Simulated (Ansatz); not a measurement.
Al12P10F6, relaxed as a singlet with RKS PBE-D4/def2-SVP in Ansatz, starting from the GFN1-xTB geometry. Force threshold 0.03 eV/Å.

Single mean-field runs in def2-SVP are fitted with def2-universal-jkfit.

Start:

Cartesian coordinates in Å:
```
P -0.500 -2.397 -2.699
P -4.519 0.454 2.852
P -3.967 -0.689 -1.483
P -0.954 -1.410 1.164
P 1.459 0.930 2.501
P 1.074 0.537 -1.459
P -1.642 2.580 0.122
P 2.376 -2.935 0.471
P 4.985 0.738 -0.131
P -1.974 1.571 -3.964
Al -2.909 -1.117 2.280
Al 1.420 -1.284 1.799
Al -1.915 -1.745 -1.004
Al 1.425 -1.834 -1.431
Al -0.602 -0.029 -3.142
Al -4.870 -0.195 0.571
Al -3.364 1.958 1.463
Al -2.570 1.312 -1.796
Al -0.018 0.936 0.643
Al 3.692 1.073 1.823
Al 3.174 1.428 -1.365
Al 4.036 -1.343 0.282
F -4.001 -2.290 1.545
F 2.922 -1.846 -2.360
F -4.757 1.864 0.238
F 4.640 1.735 3.060
F 3.393 2.926 -2.111
F 3.964 -0.928 2.129
```

```
         step   energy (eV)  largest force component (eV/Å)  SCF passes
            1  -188217.5146                           1.048          51
            2  -188217.9144                           0.493          30
            3  -188218.0188                           0.547          26
            4  -188218.2111                           0.533          29
            5  -188218.2792                           0.587          25
            6  -188218.3824                           0.441          25
            7  -188218.4677                           0.295          24
            8  -188218.5730                           0.199          25
            9  -188218.6888                           0.273          25
           10  -188218.8858                           0.510          25
           11  -188219.1063                           0.360          25
           15  -188219.2663                           0.176          24
           19  -188219.3230                           0.350          24
           23  -188219.3906                           0.391          23
           27  -188219.4906                           0.242          24
           31  -188220.0533                           0.296          28
           35  -188220.1582                           0.174          22
39 (rejected)  -188220.3652                           1.304          29
           43  -188220.5795                           0.435          22
           47  -188221.0027                           0.399          22
           51  -188221.2284                           0.179          22
           55  -188221.2706                           0.442          22
59 (rejected)  -188221.2835                           0.137          22
63 (rejected)  -188221.2873                           0.267          21
           67  -188221.2902                           0.105          23
           70  -188221.2916                           0.018          23
```

Force components are those of the run's own axes.

End:

```csv
atom,x (Å),y (Å),z (Å)
P1,-0.065,-2.110,-3.400
P2,-3.806,-0.066,2.668
P3,-4.462,-0.774,-1.665
P4,-1.344,-1.287,-0.085
P5,0.481,0.674,2.052
P6,1.168,1.092,-1.689
P7,-2.231,2.695,-0.211
P8,2.016,-2.934,0.173
P9,4.372,0.668,0.669
P10,-2.267,0.789,-3.848
Al11,-1.559,-0.484,2.373
Al12,0.515,-1.655,1.325
Al13,-2.188,-1.248,-2.543
Al14,1.389,-1.437,-1.661
Al15,-0.095,0.229,-3.456
Al16,-3.578,-0.796,0.431
Al17,-3.421,2.036,1.660
Al18,-3.170,1.236,-1.778
Al19,-0.517,1.052,-0.078
Al20,2.822,0.846,2.471
Al21,3.463,0.681,-1.493
Al22,3.445,-1.367,1.000
F23,-0.649,-2.070,2.792
F24,3.188,-1.064,-2.140
F25,-4.276,3.251,2.448
F26,3.266,1.692,3.849
F27,4.442,1.381,-2.667
F28,3.061,-1.028,2.805
```

Bonds formed: P4–Al16, P5–Al11, P10–Al13, Al12–F23, Al21–F24 (atoms count from 1). Metal–metal contacts that move far: Al11–Al12 4.36 to 2.60 Å, Al15–Al18 2.74 to 3.64 Å.

The force fell under the threshold at step 60, but the optimiser went on and released 0.005 eV more. No frequencies were taken in this run, so the end may be a saddle point.

It took 4.4 min on 2 threads of AMD EPYC 7R13 on a shared host and a share (18 GiB) of an NVIDIA H100 80GB HBM3, peak host memory 1.1 GiB.
